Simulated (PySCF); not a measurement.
Curvature of the energy in the electron number along the third row, charge +1

Calculated with PySCF 2.14, in aug-cc-pVTZ, non-relativistic, aug-cc-pV(T+d)Z, non-relativistic, aug-cc-pVTZ-DK, spin-free X2C: one orbital is emptied in steps, and each cell gives the departure of E from the straight line at half an electron, in eV (from a cubic fit). The exact functional gives zero.

```csv
species,orbital,LDA,PBE,r2SCAN,PBE0,BHandHLYP,LC-wPBE,UHF
Mg⁺,3s alpha,-0.80,-0.86,-0.66,-0.62,-0.47,-0.04,0.00
Al⁺,3s beta,-0.99,-0.99,-0.80,-0.72,-0.54,-0.08,0.05
Si⁺,3p alpha,-1.08,-1.05,-0.97,-0.76,-0.50,-0.10,0.09
P⁺,3p alpha,-1.23,-1.20,-1.11,-0.86,-0.55,-0.16,0.14
S⁺,3p alpha,-1.39,-1.35,-1.23,-0.97,-0.60,-0.24,0.18
Cl⁺,3p beta,-1.41,-1.36,-1.24,-0.96,-0.61,-0.23,0.25
Ar⁺,3p beta,-1.57,-1.51,-1.39,-1.06,-0.64,-0.32,0.30
```

Question: How does the mean departure depend on the functional?

Answer: LDA -1.21 eV; PBE -1.19 eV; r2SCAN -1.06 eV; PBE0 -0.85 eV; BHandHLYP -0.56 eV; LC-wPBE -0.17 eV; UHF 0.14 eV. Semilocal functionals are convex (delocalisation error), Hartree-Fock is concave or straight, and exact exchange removes curvature roughly in proportion to its share, so among the functionals the range-separated hybrids usually come closest to zero.
